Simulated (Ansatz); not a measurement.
A structure relaxed at PBE0-D4/def2-TZVP, charge 0, multiplicity 1:

```xyz
6

B    -0.570   -0.843   -0.506
Ga    0.426    0.796    0.298
F     1.253    0.425    1.819
H    -1.708   -1.079   -0.229
H    -0.029   -1.591   -1.265
H     0.627    2.292   -0.116
```

Problem. Give its formula and SMILES.

Solution. BFGaH3, `[BH2][GaH][F]`.

Problem. Point group (tolerance 0.08 Å, 0.16 Å for H)?

Solution. Cs.

Problem. Summarise the bond lengths by kind.

Solution. 1 × B–Ga 2.080 Å; 2 × B–H 1.196 Å; 1 × F–Ga 1.771 Å; 1 × Ga–H 1.565 Å.

Results of the Gaussian-basis code of Ansatz.
